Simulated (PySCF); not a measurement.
**Diatomics with 94 electrons**

PBE in PySCF with def2-SVPD on every atom (core potentials on Hg, Pb, Bi), for the lowest determinant that a PBE0 search found; no spin–orbit coupling. All have 94 electrons, 6 of them in the valence shells, and the same state, a triplet (π ↑↑). For ions De leads to the atom and ion picked by measured ionisation energies and electron affinities.

```tsv
species	difference of nuclear charges	Re (Å)	ωe (cm⁻¹)	k (mdyn/Å)	De (eV)	dissociates to
SiHg	66	2.564	212	0.649	0.69	Si + Hg
MgPb	70	2.829	206	0.536	0.97	Mg + Pb
NaBi	72	3.007	182	0.403	1.24	Na + Bi
HgP⁺	65	2.472	252	1.01	2.75	Hg⁺ + P
MgBi⁺	71	2.847	220	0.614	n/a	Mg + Bi⁺
```

(1) Which member of the whole set has the stiffest bond, and how does it compare with the softest?

These are scalar-relativistic numbers at best; spin–orbit coupling would shift them, the dissociation energy most. For an ion De counts to the pair picked by the measured ionisation energies or electron affinities, which need not be the lowest pair at this level. States were picked by a PBE0 search and need not be the measured ground states.

## Answers

(1) HgP⁺ with k = 1.01 mdyn/Å, 2.5 times that of NaBi.
